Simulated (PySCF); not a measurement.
Isomers of C4H6N2O2, one GFN2-xTB conformer each. Single-point energies are computed at PBE0/pcSseg-1 (PySCF, gas phase, no added dispersion term), electronic only.

| SMILES | GFN2-xTB relative energy (kcal/mol) |
| --- | --- |
| COCc1ncno1 | 30.2 |
| COc1nnc(C)o1 | 0.0 |

Conformers: `[CH3:1][O:2][CH2:3][c:4]1[n:5][cH:6][n:7][o:8]1` with C1–O2–C3–C4 73°, O2–C3–C4–N5 -60°; `[CH3:1][O:2][c:3]1[n:4][n:5][c:6]([CH3:7])[o:8]1` with C1–O2–C3–N4 0°.

What does PBE0/pcSseg-1 give for the same structures?

```json
{"SMILES": "COc1nnc(C)o1", "PBE0/pcSseg-1 E (Eh)": "-415.44451", "PBE0/pcSseg-1 (kcal/mol)": "0.0", "GFN2-xTB (kcal/mol)": "0.0", "point group": "Cs"}
{"SMILES": "COCc1ncno1", "PBE0/pcSseg-1 E (Eh)": "-415.41174", "PBE0/pcSseg-1 (kcal/mol)": "20.6", "GFN2-xTB (kcal/mol)": "30.2", "point group": "C1"}
```

Both levels put the same isomer lowest. As drawn, the lower has an N–N linkage, which the higher lacks; the higher has an N–O linkage, which the lower lacks.

Which frontier levels, dipoles and rotational constants go with these structures?

```csv
SMILES,"HOMO (eV, PBE0/pcSseg-1)",LUMO (eV),dipole (D),"A, B, C (MHz)"
COc1nnc(C)o1,-7.14,0.17,2.07,"7259, 1368, 1168"
COCc1ncno1,-7.92,-0.96,1.99,"5530, 1426, 1203"
```
